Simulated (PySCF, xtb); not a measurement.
HO, SMILES [OH], multiplicity 2.

Coordinates come from a B3LYP-D3(BJ)/def2-TZVPD optimisation.

Level of theory: C-PCM-PBE0/def2-TZVPD run with PySCF.

The values are the electrostatic part of the solvation free energy, E(continuum) − E(gas) at the gas-phase geometry, in a cavity of scaled van der Waals radii (PySCF's table); cavitation and dispersion terms are not included. The dipole moment in vacuum is 1.65 D.

```json
[
 {"solvent": "water", "ε": "78.36", "ΔG(elec) (kcal/mol)": "-4.2", "dipole (D)": "1.98"},
 {"solvent": "dimethylsulfoxide", "ε": "46.83", "ΔG(elec) (kcal/mol)": "-4.1", "dipole (D)": "1.97"},
 {"solvent": "N,N-dimethylformamide", "ε": "37.22", "ΔG(elec) (kcal/mol)": "-4.1", "dipole (D)": "1.97"}
]
```

For comparison, GFN2-xTB/ALPB(water) (xtb, at the GFN2-xTB geometry, all terms of that model) gives -6.1 kcal/mol.
